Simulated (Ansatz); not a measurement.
Isolated molecules relaxed with PBE0-D4/def2-TZVP in Ansatz; ΔE leaves out vibrations. CCSD(T)/CBS adds triple-zeta CCSD(T) − MP2 to the extrapolated MP2 energy (def2 sets, frozen cores). This one scheme is used for every species. Functionals use def2-TZVPP. One conformer a species, not always the lowest.

Consider the ligand exchange at the Si–Cl bond: `F[SiH](F)Cl` + `N[SiH2]F` → `F[SiH2]N[SiH](F)F` + HCl.

(1) Is it downhill or uphill in electronic energy at CCSD(T)/CBS, and by how much? (An estimate is asked.)

(2) What do these levels give: BLYP-D4, CAM-B3LYP-D4, ωB97M-V, B2PLYP, PBE-QIDH, r2SCAN, CAM-B3LYP, RPA@PBE/def2-TZVPP, CCSD/def2-SVP, SCS-MP2/def2-TZVPP, SCS-MP2/def2-QZVPP, MP2/CBS(def2)? (An estimate is asked.)

Largest T1 diagnostic among the species: 0.012.

Results:

(1) Ansatz gave: Uphill: ΔE = +22.7 kJ/mol.

(2) Computed: BLYP-D4 25.0, CAM-B3LYP-D4 22.5, ωB97M-V 25.8, B2PLYP 26.5, PBE-QIDH 26.1, r2SCAN 29.7, CAM-B3LYP 25.9, RPA@PBE/def2-TZVPP 16.3, CCSD/def2-SVP 15.7, SCS-MP2/def2-TZVPP 22.0, SCS-MP2/def2-QZVPP 23.8, MP2/CBS(def2) 26.5 kJ/mol.

The D4 term adds −5.3 kJ/mol with B3LYP and −3.2 kJ/mol with PBE0; it sums over pairs of atoms, weighted by their polarisabilities, and B3LYP, whose exchange is more repulsive, gets the larger term. At CCSD(T), def2-SVP lies −7.2 kJ/mol from the extrapolated value and def2-TZVPP −3.3 kJ/mol.

B3LYP here is the variant with VWN-RPA as its local correlation; programs differ in this.
